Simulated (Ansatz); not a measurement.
# Worked example: CH7FSi2 + SF → CH7Si2 + SF2

Species: CH7FSi2 `F[SiH2]C[SiH3]`, singlet; SF, doublet; CH7Si2 `[SiH2]C[SiH3]`, doublet; SF2 (sulfur difluoride) `FSF`, singlet. A radical takes F: the energy is the difference in strength between the Si–F bond broken and the S–F bond made.

Shapes, held fixed at every level: PBE0-D4/def2-TZVP. Flexible molecules stand in one conformer, not always the lowest. Programs: Ansatz 0.2.0. Electronic energies: no zero-point or thermal term.

At CCSD(T)/CBS estimate; 1 Eh = 2625.50 kJ/mol:

| species | energy (Eh) |
| --- | --- |
| CH7FSi2 | -720.284427 |
| SF | -497.482450 |
| CH7Si2 | -620.363785 |
| SF2 | -597.297397 |

Work out ΔE of the reaction at this level.


1. Products less reactants: (-620.363785) + (-597.297397) − [(-720.284427) + (-497.482450)] = 0.105695 Eh = +277.5 kJ/mol.

Other levels give +259.3 (r2SCAN-D4/def2-TZVPP) to +312.8 kJ/mol (HF/def2-TZVPP). No measured value is set beside it here. Open shells run unrestricted. The CBS estimate extrapolates MP2 from def2-TZVPP and def2-QZVPP and adds CCSD(T) − MP2 in the triple-zeta set, cores frozen.
